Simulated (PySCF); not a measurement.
**Structure from NMR data**

The spectra below were simulated for a compound C$_{5}$H$_{9}$F$_{3}$Si.

¹H NMR (400 MHz, computed): δ 6.51 (m, 1H), 5.43 (m, 2H), 4.31 (s, 3H), 2.12 (s, 3H).

¹³C{¹H} NMR (computed): δ 150.0 (C), 143.8 (C), 119.9 (CH), 85.8 (CH2), 21.3 (CH3).

[PySCF 2.14.0 with density-fitted response routines: geometry from GFN2-xTB; σ from GIAO-PBE0/pcSseg-1; relativity neglected; averaged over atoms made equivalent by symmetry, fast rotation or ring inversion; no solvent model; single conformer]

Chemical shifts δ = σref − σ; ¹H (σ = 31.72 ppm), ¹³C (σ = 186.93 ppm) vs TMS, all at this level.

What is the structure?

Answers


Rings plus π bonds: 1 (no ring in the answer). 5 carbon signals for 5 carbons: no two carbons are equivalent. Carbon types of the structure: 2 × C, 1 × CH, 1 × CH2, 1 × CH3, leaving 3 H on heteroatoms. δC 150.0, 143.8: fully substituted alkene carbon; an sp2 carbon of a C=C bond. δC 119.9: allylic sp3 CH bonded to 2 F; 2 electronegative neighbours deshield it. δC 85.8: allylic sp3 CH2 bonded to F; the inductive effect lowers its shielding. δC 21.3: allylic methyl carbon; aliphatic region, no heteroatom directly attached. δH 6.51: hydrogen on an allylic sp3 CH bonded to 2 F; its carbon carries F, an electronegative neighbour. δH 5.43: hydrogen on an allylic sp3 CH2 bonded to F; its carbon carries F, which withdraws density. δH 2.12: hydrogen on an allylic methyl carbon; allylic position.

Structure: `C/C(=C(\[SiH3])CF)C(F)F`.

The data come from this structure; uniqueness wasn't tested.

Splittings by ¹⁹F in the carbon and heteronuclear signals aren't shown, as no couplings were computed. Shifts are as computed. Against solution values, carbons near 30 ppm lie about +3 ppm off and those near 130 ppm about +5 ppm. Of 1309 compounds with measured shifts, 239 miss one by over three times the rms of a fit or turn the order of signals round; such compounds aren't used in these exercises. No couplings were computed; multiplicities are counted from neighbouring protons, with m where these are inequivalent, close in shift, in a saturated or five-membered ring or joined by F or P, and br s for small geminal =CH2 splittings.
